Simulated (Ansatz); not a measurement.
System: sum formula NbOCl, charge 0, multiplicity 3. The spin state was set by rule; other spins were not relaxed. SMILES: [Nb](=[O])[Cl]
Coordinates optimised at B3LYP-D3(BJ)/def2-TZVP (Ansatz, a program for electronic structure):
```xyz
3

Nb     0.3301     0.3638    -0.2273
O     -0.8845     1.2682    -0.9838
Cl    -0.3800    -1.4741     1.0111
```
Charge 0, spin multiplicity 3.

Wanted: vertical singlet-triplet gap (E(singlet) - E(triplet); the singlet is one closed-shell determinant, which may describe it poorly; each state is the SCF solution reached for its spin; for the singlet the Hartree-Fock reference is unstable and T1 is 0.075), in kcal/mol. Valence correlation only, unless marked. UHF or UKS for open shells. Spin-orbit coupling is left out. Frozen are the shells of the preceding noble gas and the d and f shells that filled before the atom's block. In def2 rows, elements after Kr have scalar-relativistic effective core potentials. Basis-set limits of correlation are two-point, X^-3; Hartree-Fock from the larger set. [CCSD(T)-MP2]/basis is that difference in the basis named.

| level | program | vertical singlet-triplet gap (kcal/mol) |
|---|---|---|
| HF/def2-SVPD | Ansatz | 28.6 |
| SVWN5/def2-TZVPD | Ansatz | 16.4 |
| PBE/def2-TZVPD | Ansatz | 19.4 |
| B3LYP/def2-TZVPD | Ansatz | 18.4 |

### Question
What does RI-MP2/CBS(def2-TZVPPD,def2-QZVPPD)+[CCSD(T)-MP2]/def2-TZVPPD (Ansatz) give?

### Answer
15.7 kcal/mol
